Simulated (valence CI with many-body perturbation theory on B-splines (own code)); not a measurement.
From CI to CI+MBPT in Mo XXXVII

Calculated by valence CI with perturbative core correlation (CI+MBPT): four valence electrons over a frozen Dirac-Fock core [He], radial functions for each j: 11 s, 11 p, 9 d, 7 f, 5 g, 2 h, 1 i, with the one-electron correlation potential Σ1 (screened to all orders), the two-electron term Σ2, the three-electron term Σ3, Breit, model QED; selected single and double excitations, second order for the rest (own B-spline code, finite nucleus).

The last digits are not significant, and no measured levels were compared; by estimate large intervals hold to a few tenths of a per cent, small ones and those within an open d or f shell to about a per cent. Among the levels kept, up to 290 cm⁻¹ of a level comes from second order outside the variational space, and about a tenth of that is noise between levels of different J, which matters for small intervals.

Each rung adds one term. CI alone is the Dirac-Coulomb CI over the frozen core; QED comes last and gives the full result, which names the levels. Energies are above (2s^2 2p1/2^2) J=0 on the same rung, in × 10³ cm⁻¹.

Levels are named by their leading jj configuration (3d3/2^4 stands for four electrons in 3d with j = 3/2), which in mixed levels can hold well under half, so a name can repeat and another be missing. Letters in brackets count levels of one name in rising energy.

| Level | CI alone |
| --- | --- |
| (2s^2 2p1/2 2p3/2) J=1 | 851.71 |
| (2s^2 2p1/2 2p3/2) J=2 | 962.54 |
| (2s^2 2p3/2^2) J=2 | 1878.8 |
| (2s 2p1/2^2 2p3/2) J=2 | 1882.1 |
| (2s^2 2p3/2^2) J=0 | 2101.4 |
| (2s 2p1/2^2 2p3/2) J=1 | 2268.1 |
| (2s 2p1/2 2p3/2^2) J=2 [a] | 2712.6 |
| (2s 2p1/2 2p3/2^2) J=3 | 2926.2 |
| (2s 2p1/2 2p3/2^2) J=0 | 3110.8 |
| (2s 2p1/2 2p3/2^2) J=1 [a] | 3191.9 |
| (2s 2p1/2 2p3/2^2) J=2 [b] | 3279.8 |
| (2s 2p1/2 2p3/2^2) J=1 [b] | 3321.7 |
| (2s 2p3/2^3) J=2 | 4017.7 |
| (2s 2p3/2^3) J=1 | 4348.1 |
| (2p1/2^2 2p3/2^2) J=2 | 4445.7 |
| (2p1/2^2 2p3/2^2) J=0 | 4689.7 |

Problem. What do these energies become with core correlation, Breit and QED?

Solution. (2s^2 2p1/2 2p3/2) J=1 834.74 (-16.97); (2s^2 2p1/2 2p3/2) J=2 934.24 (-28.30); (2s^2 2p3/2^2) J=2 1839.1 (-39.73); (2s 2p1/2^2 2p3/2) J=2 1853.4 (-28.72); (2s^2 2p3/2^2) J=0 2073.3 (-28.09); (2s 2p1/2^2 2p3/2) J=1 2243.8 (-24.27); (2s 2p1/2 2p3/2^2) J=2 [a] 2674.3 (-38.25); (2s 2p1/2 2p3/2^2) J=3 2869.9 (-56.24); (2s 2p1/2 2p3/2^2) J=0 3079.0 (-31.88); (2s 2p1/2 2p3/2^2) J=1 [a] 3151.8 (-40.08); (2s 2p1/2 2p3/2^2) J=2 [b] 3228.7 (-51.12); (2s 2p1/2 2p3/2^2) J=1 [b] 3282.1 (-39.58); (2s 2p3/2^3) J=2 3960.5 (-57.24); (2s 2p3/2^3) J=1 4291.2 (-56.93); (2p1/2^2 2p3/2^2) J=2 4396.1 (-49.57); (2p1/2^2 2p3/2^2) J=0 4652.0 (-37.76).

Problem. How does the ionisation energy move along the ladder, and which term matters most?

Solution. CI alone 5098.1, + Σ1 5098.5, + Σ2 5098.4, + Σ3 5098.3, + Breit 5092.6, + QED 5092.8 eV. The largest step is Breit, -5.7 eV. NIST lists 5084 ± 6 eV (semi-empirical).
